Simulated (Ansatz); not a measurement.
C4H10OSi, SMILES O1[C@@](C)(CC1)[SiH3].

Geometry optimised at B3LYP-D3(BJ)/def2-SVP. The structure was generated by enumeration; whether it is a known compound was not checked.

Two levels are set side by side: PBE/def2-SVPD (Ansatz, an electronic-structure program) and CAM-B3LYP/def2-SVPD (Ansatz). Energy differences of separate SCF runs at the same geometry; the states with an electron removed or added have multiplicity 2 and 2. Differences are taken from unrounded values.

```tsv
quantity	CAM-B3LYP
vertical ionisation energy (eV)	9.03
vertical singlet–triplet gap (eV)	6.34
```

### Question
What does PBE give, and how far is it from CAM-B3LYP? (The exact figures need the calculation; the answer reports its results.)

### Answer

```csv
quantity,PBE,PBE minus CAM-B3LYP
vertical ionisation energy (eV),8.57,-0.46
vertical singlet–triplet gap (eV),5.53,-0.81
```
